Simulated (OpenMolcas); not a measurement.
## S I: effect of the IPEA shift

| Quantity | Value |
| --- | --- |
| Program | OpenMolcas |
| Basis | ANO-RCC-VTZP [5s4p2d1f] |
| Scalar Hamiltonian | DKH2, point nucleus |
| Active space | 4 electrons in 3 orbitals (3p) |
| State averaging | 2S+1 = 3 even, 3 roots; 2S+1 = 1 even, 6 roots |
| Spin-orbit coupling | RASSI with atomic mean-field integrals over the reference wave functions, term energies averaged over their components |

Methods on the same reference wave functions:
A. CASSCF
B. SS-CASPT2, IPEA 0 Eh, imaginary shift 0.1 Eh (closed shells correlated: 2s 2p 3s)
C. SS-CASPT2, IPEA 0.25 Eh, imaginary shift 0.1 Eh (closed shells correlated: 2s 2p 3s)

Energies in cm-1 above 3s2 3p4 3P2, the measured ground level; measured values from NIST Handbook of Basic Atomic Spectroscopic Data.

| Level | A | B | C | Measured |
| --- | --- | --- | --- | --- |
| 3s2 3p4 3P2 | 0.0 | 0.0 | 0.0 | 0.0 |
| 3s2 3p4 3P1 | 367 | 368 | 369 | 396 |
| 3s2 3p4 3P0 | 539 | 538 | 538 | 574 |
| 3s2 3p4 1D2 | 11743 | 10050 | 9580 | 9239 |
| 3s2 3p4 1S0 | 28917 | 23740 | 23640 | 22180 |

Deviations, from unrounded energies. A percentage is the sum of absolute deviations over the sum of measured energies, with the sign that they share, or ± where signs differ.

```tsv
Against measurement	Levels	A	B	C
mean absolute deviation (cm-1)	4	2300	610	470
fine structure of the ground term (%)	2	-6.5	-6.6	-6.5
other terms of the ground configuration (%)	2	+29.4	+7.5	+5.7
```

C lies closest to measurement on these levels and A furthest from it. The largest miss of C in the table is 3s2 3p4 1S0, by +1500 cm-1. The ranking rests on the paired levels alone, and a cruder setting can come out closer through cancelling errors.

Between B and C the level of the table that moves most is 3s2 3p4 1D2, by 460 cm-1 (lowest in C, highest in B). Moves below CASPT2's spread within the term are not significant.

The mean deviations of B to C differ by less than CASPT2's widest spread within a term (150 cm-1), so their order carries little weight.

From A to B the spin-free energies of the other terms of 3s2 3p4 shown, above 3P, scale by factors of 0.82 to 0.85.

The lowest spin-free term lies below A's lowest term by 0.154 hartree in B, 0.144 hartree in C.

Term energies are means over components that CASPT2 splits; among the terms shown or strongly mixed into the levels shown the widest spread is 150 cm-1 (3s2 3p4 1D, C). With the s shell closed, the reference lacks s² → p² mixing. Without dynamic correlation excited terms often stand tens of per cent too high (terms of higher spin than the ground term too low), and those without a measured partner can miss by more than the paired ones (holds for A). Computed and measured levels are paired by configuration, term and J; levels that our copy of the source lacks, or whose pairing is in doubt (as where it misses far off the trend of its configuration), stay unpaired and out of the deviations. Levels of configurations outside the active space are missing.
